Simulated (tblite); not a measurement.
Species: C₇H₁₃O₂P.
Geometry (GFN2-xTB, Å), atoms numbered from 1 in this order:
```
atom  x, y, z in Å
C1     3.5826   -0.5995   -0.3307
O2     2.5153    0.3184   -0.1205
C3     1.5375    0.3287   -1.0228
O4     1.4928   -0.3581   -2.0074
P5     0.3367    1.6536   -0.5198
C6    -1.0795    1.0589   -1.5876
C7    -1.4791   -0.0234   -0.5697
C8    -2.9713   -0.2183   -0.3659
C9    -0.7196    0.5755    0.6299
C10   -0.0546   -0.3814    1.5979
H11    4.3081   -0.4133    0.4569
H12    4.0293   -0.4365   -1.3132
H13    3.2151   -1.6266   -0.2767
H14   -0.7819    0.6996   -2.5713
H15   -1.8390    1.8334   -1.6923
H16   -1.0229   -0.9762   -0.8518
H17   -3.4437    0.7212   -0.0855
H18   -3.4346   -0.5776   -1.2822
H19   -3.1549   -0.9466    0.4215
H20   -1.3681    1.2670    1.1801
H21    0.5132   -1.1409    1.0642
H22    0.6232    0.1520    2.2617
H23   -0.8093   -0.8830    2.2025
```

Level: GFN2-xTB in tblite, geometry and Hessian alike; calculated harmonic values, unscaled, isolated species. This tight-binding method is rough: wavenumbers can miss measured ones by several per cent, in bad cases by 10 to 20. One conformer, not necessarily the lowest.

Harmonic wavenumbers (cm⁻¹): 32.0, 43.6, 65.1, 82.3, 149.3, 176.5, 198.9, 207.8, 222.9, 247.9, 303.4, 310.2, 362.1, 451.3, 473.8, 499.4, 626.6, 669.4, 747.9, 785.6, 806.1, 856.6, 938.6, 975.3, 981.3, 998.5, 1025.6, 1097.9, 1110.7, 1118.4, 1123.6, 1144.0, 1150.3, 1155.2, 1177.7, 1197.8, 1255.4, 1295.9, 1338.8, 1383.8, 1405.2, 1408.9, 1425.0, 1442.7, 1461.2, 1487.8, 1495.9, 1497.8, 1499.4, 1756.5, 2910.9, 2953.0, 2976.3, 2988.9, 2990.7, 2998.2, 3008.9, 3025.1, 3027.0, 3029.3, 3031.0, 3035.6, 3045.4.

A = 1977, B = 786.0, C = 714.4 MHz; mass 160.065 u (most abundant isotopes); point group C1, symmetry number 1.

Question: What is the zero-point energy?

Answer: Half the sum of the wavenumbers: 41344 cm⁻¹ = 494.58 kJ/mol.

Question: Entropy at 298.15 K, 1 bar (ideal gas, RRHO, classical rotation)?

Answer: Translation 172.16, rotation 125.73, vibration 170.34: S = 468.2 J/(mol K).

Question: And Cp and H(298.15 K) − H(0)?

Answer: Cp = 191.30 J/(mol K), of which vibrations give 158.04 (their classical limit is 63 R = 523.8); H(298.15 K) − H(0) = 35.23 kJ/mol without the zero-point energy, 25.31 from vibrations.

Question: Blend soft modes into free rotors: weight 1/[1 + (100 cm⁻¹/ν̃)⁴] for the oscillator and the rest for a rotor with moment μB/(μ + B), μ = h/(8π²ν), B = 10⁻⁴⁴ kg m². What vibrational entropy results?

Answer: 151.63 J/(mol K) in place of 170.34, which changes −T·S at 298.15 K by +5.58 kJ/mol.

Question: Which modes carry the vibrational entropy at 298.15 K?

Answer: 32.0 cm⁻¹: 23.85; 43.6 cm⁻¹: 21.29; 65.1 cm⁻¹: 17.98; 82.3 cm⁻¹: 16.05; 149.3 cm⁻¹: 11.22; 176.5 cm⁻¹: 9.90 J/(mol K); the other 57 give 70.06 together.

Question: What must be added to the electronic energy to get the Gibbs energy at 298.15 K and 1 bar?

Answer: ZPE + [H(298.15 K) − H(0)] − T·S = 494.58 + 35.23 − 139.60 = 390.21 kJ/mol.

Hindered rotation and anharmonicity are outside this model. Other conformers, if any are populated, would add a mixing term that is left out. The structure is chiral; the term R ln 2 for an equal mix with its mirror image is left out.
